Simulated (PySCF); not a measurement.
**How methods differ on the ionisation energy of B⁺**

B⁺ [He] 2s2 (1S) → B²⁺ [He] 2s1 (2S), as a difference of total energies. All numbers are calculated (PySCF 2.14, the non-relativistic Hamiltonian (point nucleus), in def2-TZVP (5s3p2d1f, 31 functions)). Correlated levels: valence: 1s2 frozen. The calculations carry no spin-orbit coupling.

Order these methods by the ionisation energy they give, lowest first.
A. UHF
B. MP2 (valence)
C. SCS-MP2 (valence)
D. CCSD (valence)

A (23.441 eV), B (24.405 eV), C (24.598 eV), D (25.059 eV).

Errors of the correlated levels include the incompleteness of this basis and the frozen core.

With two correlated electrons CCSD is exact in that space.

The coupled-cluster amplitudes are large for B⁺ (T1 above 0.03 or a double amplitude above 0.15), so a single reference is strained.

For comparison: 25.155 eV (measured; NIST Atomic Spectra Database, ionization energies).
